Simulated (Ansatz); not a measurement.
Mulliken charges of C$_{2}$H$_{2}$ClNZn (`[Cl][Zn][N]1C=C1`) from PBE/def2-TZVPP in Ansatz (PBE0-D4/def2-TZVP geometry).

```tsv
atom	x (Å)	y (Å)	z (Å)	charge (e)
Cl1	0.006	-3.607	1.261	-0.307
Zn2	-0.071	-1.663	0.443	0.307
N3	-0.331	-0.134	-0.580	-0.277
C4	-0.510	1.247	-0.022	-0.060
C5	0.598	1.045	-0.606	-0.060
H6	-1.260	1.814	0.497	0.198
H7	1.567	1.297	-0.992	0.198
```

By hand: the dipole of these point charges (1 e Å = 4.8032 D).

Σ q r = (0.124, 1.112, -0.151) e Å, of length 1.129 e Å = 5.42 D.

How does the dipole of the full density compare? (Best estimate.)

Ansatz gave: (0.115, 0.774, -0.050) e Å, 3.77 D; the point charges give 1.44 times that, at 5° from its direction.

Point charges leave out the atoms' own dipoles, such as those of lone pairs, and Mulliken's split depends on the basis, so the two needn't agree.
